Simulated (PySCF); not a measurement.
## NMR problem set

No solvent model, equivalent nuclei averaged, non-relativistic Hamiltonian, one computed conformer. σ from GIAO-PBE0/pcSseg-1; coordinates at the GFN2-xTB level; PySCF.

Shifts are taken against calculated references (same method and geometry level): 1H and 13C vs TMS. Where no couplings were computed, multiplicities follow the n + 1 count of equivalent neighbours, and m marks all less simple cases (inequivalent or close neighbours, rings, F or P nearby). Shifts are as computed. Against solution values, carbons near 30 ppm lie about +3 ppm off and those near 130 ppm about +5 ppm (rms about the fit 2.1 ppm; single classes can miss by 10 ppm). Of 1328 compounds with measured shifts, 309 miss one by over three times the rms of a fit or turn the order of signals round; such compounds aren't used in these exercises. Signals without a measured value on file couldn't be tested in this way; 1H shifts scatter by 0.2 ppm about their fit, and single ones miss by 0.5 ppm. OH and NH positions are gas-phase values without hydrogen bonding to other molecules.

(1) C6H9NSi. 1H NMR (400 MHz, computed): δ 8.79 (s, 1H), 8.73 (d, 1H), 7.67 (d, 1H), 7.33 (m, 1H), 3.91 (t, 3H), 2.30 (q, 2H). 13C{1H} NMR (computed): δ 154.7 (CH), 152.2 (CH), 141.0 (C), 140.2 (CH), 128.2 (CH), 18.3 (CH2). Give a structure.

(2) C4H8N2Si. 1H NMR (300 MHz, computed): δ 6.93 (m, 2H), 6.64 (m, 2H), 5.56 (s, 2H), 0.45 (br s, 2H). 13C{1H} NMR (computed): δ 125.8, 117.6. What is it?

Results:

(1) SMILES c1c(C[SiH3])cncc1. Rings plus π bonds: 4 (1 ring in the answer). 6 carbon signals for 6 carbons: no two carbons are equivalent. Carbon types of the structure: 1 × C, 4 × CH, 1 × CH2, leaving 3 H on heteroatoms. δC 154.7, 152.2: aromatic CH next to a ring nitrogen; the adjacent pyridine-type nitrogen withdraws density from it. δC 141.0: substituted aromatic carbon. δC 140.2, 128.2: aromatic CH. δH 8.79, 8.73: hydrogen on an aromatic CH next to a ring nitrogen; ring current plus the neighbouring ring nitrogen.

This is the structure that produced the data.

(2) SMILES N[SiH2]n1cccc1. The formula gives 3 degrees of unsaturation (1 ring in the answer). 2 carbon signals for 4 carbons: some carbons are equivalent by symmetry or fast rotation. Carbon types of the structure: 4 × CH, leaving 4 H on heteroatoms. δC 125.8: aromatic CH next to a ring nitrogen. δC 117.6: aromatic CH. δH 6.64: hydrogen on an aromatic CH; it sits in the deshielding region of the aromatic ring current. δH 0.45: hydrogen on a nitrogen bonded to Si; exchangeable, gas-phase position.

The shifts were computed for this structure.
